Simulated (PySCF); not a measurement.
MLi for M along the chalcogens

PBE0 with double-zeta basis sets in PySCF, for the lowest determinant that a PBE0 search found; no spin–orbit coupling. De refers to high-spin ground-configuration atoms. A positive dipole means M(−)Li(+).

| M | basis | state (unpaired electrons) | Re (Å) | ωe (cm⁻¹) | De (eV) | μ (D) |
| --- | --- | --- | --- | --- | --- | --- |
| O | def2-SVP | doublet (π ↑) | 1.663 | 868 | 3.34 | 5.90 |
| S | aug-cc-pVDZ/aug-cc-pV(D+d)Z | doublet (π ↑) | 2.176 | 568 | 3.09 | 7.06 |
| Se | def2-SVP | doublet (π ↑) | 2.270 | 520 | 2.88 | 6.85 |
| Te | def2-SVP | doublet (π ↑) | 2.481 | 459 | 2.56 | 7.04 |

The shortest bond is that of LiO (1.663 Å), the longest that of LiTe (2.481 Å).

The rows differ in basis set, which adds steps of its own.

Relativity is treated differently too: O no relativity; S no relativity; Se no relativity; Te scalar-relativistic core potentials.

Down a group bonds as a rule get longer and wavenumbers fall, partly through the reduced mass; this series shows no clear exception.

These are scalar-relativistic numbers at best; spin–orbit coupling would shift them, the dissociation energy most. States were picked by a PBE0 search and need not be the measured ground states.
